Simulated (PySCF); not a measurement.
Si(H)(F)2(Et) (C2H6F2Si), SMILES CC[SiH](F)F. Heavy atoms are numbered as in [SiH:1]([F:2])([F:3])[CH2:4][CH3:5]. Hydrogens are named by the atom that carries them.

Geometry optimised at r2SCAN-D4/def2-SVP. Other conformers were not sampled.

Method: B3LYP/def2-TZVP (PySCF).

Atomic charges (e), one atom of each kind:

```csv
atom,IAO,Löwdin
Si1 (SiH),1.51,0.12
F2,-0.54,0.00
C4 (CH2),…,-0.40
C5 (CH3),-0.40,-0.32
H on Si1,-0.17,-0.05
H on C4,…,0.15
H on C5,…,0.12
```

Fill in the missing entries. (An estimate is asked for; the answer gives what the named calculation found.)


- C4 (CH2), IAO: -0.59
- H on C4, IAO: 0.15
- H on C5, IAO: 0.14

Give the Mayer and Wiberg (Löwdin basis) orders of the bonds. (The exact figures need the calculation; the answer reports its results.)


```json
[
 {"bond": "Si1–F2", "Mayer": "1.07", "Wiberg": "1.69"},
 {"bond": "Si1–F3", "Mayer": "1.07", "Wiberg": "1.69"},
 {"bond": "Si1–C4", "Mayer": "1.01", "Wiberg": "1.15"},
 {"bond": "C4–C5", "Mayer": "0.96", "Wiberg": "1.30"}
]
```
